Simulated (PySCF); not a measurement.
## Electronic absorption of C3H7GeN3

Species: C₃H₇GeN₃.
Bonds: C1–C2, C2–C3 (aromatic), C3–N4 (aromatic), N4–Ge5, N4–N6 (aromatic), N6–N7 (aromatic), C2–N7 (aromatic). Hydrogens: H8, H9, H10 on C1; H11 on C3; H12, H13, H14 on Ge5.

Computed with PySCF, TDDFT CAM-B3LYP/def2-SVPD, vertical, gas phase, core orbitals frozen in the response. Geometry: PBE0-D3(BJ)/def2-SVP; no solvent, vibrations or thermal averaging. The CAM-B3LYP/def2-SVPD calculation is non-relativistic and has no spin–orbit coupling, an omission that weighs most on germanium.

Question: What does the calculation give for the low-lying excited states?

Answer: 

| state | E (eV) | ν̃ (cm⁻¹) | f | main configurations (H = HOMO, L = LUMO) |
| --- | --- | --- | --- | --- |
| S1 | 5.70 | 45970 | 0.0055 | H-1→L+2 (81%), H-1→L+5 (9%) |
| S2 | 6.31 | 50900 | 0.085 | H→L+2 (74%), H→L+1 (11%) |
| S3 | 6.52 | 52550 | 0.0051 | H→L+1 (77%), H→L (8%) |
| S4 | 6.93 | 55900 | 0.0043 | H→L (77%) |
| S5 | 7.11 | 57340 | 0.0021 | H-2→L+2 (42%), H→L+3 (16%), H→L+7 (14%) |
| S6 | 7.18 | 57920 | 0.0019 | H-1→L+7 (33%), H-1→L+5 (19%), H-1→L+3 (13%) |
| S7 | 7.21 | 58150 | 0.029 | H-1→L+1 (80%) |
| S8 | 7.30 | 58920 | 0.0040 | H-3→L+2 (61%) |
| S9 | 7.36 | 59400 | 0.0007 | H→L+4 (56%), H→L+3 (22%), H→L (9%) |
| S10 | 7.43 | 59930 | 0.033 | H-2→L+1 (47%), H-1→L (16%), H→L+3 (16%) |

Triplets (Tamm–Dancoff): T1 4.39 eV, H→L+2 (80%); T2 4.77 eV, H-1→L+2 (66%), H-1→L+5 (15%), H-1→L+7 (9%); T3 5.50 eV, H-2→L+2 (67%), H-2→L+5 (11%); T4 5.88 eV, H→L+7 (51%), H→L+5 (20%), H→L+3 (10%).

The lowest singlet lies at 5.70 eV (218 nm, ultraviolet) and is weak; its leading configuration is HOMO-1→LUMO+2 (81%). The most intense listed level is S2 at 6.31 eV (196 nm, f = 0.085), 0.61 eV above S1. Löwdin shares by element: HOMO carbon 49% or more, nitrogen 30% or more (atoms not listed hold the other 21%); LUMO (one of a set within 0.03 eV) germanium 56%, hydrogen 33% or more. Of the 10 states listed, 3 reach f = 0.01 and none stays under 0.0005. Orbital energies (eV): HOMO-3 -10.66, HOMO-2 -9.71, HOMO-1 -8.91, HOMO -8.46, LUMO 0.70, LUMO+1 0.72, LUMO+2 0.95. The oscillator strengths of these states sum to 0.170; summed over the whole spectrum of an exact calculation they would give the number of electrons, 78 (Thomas–Reiche–Kuhn). The vertical ionisation energy (ΔSCF) is 9.18 eV, 1.75 eV above S10. Only the lowest 10 singlets were computed, as vertical energies without vibronic structure.

Hardware: Arm Neoverse V1, one thread, shared host. Cost: 3.2 min, 1.0 GiB resident at most.
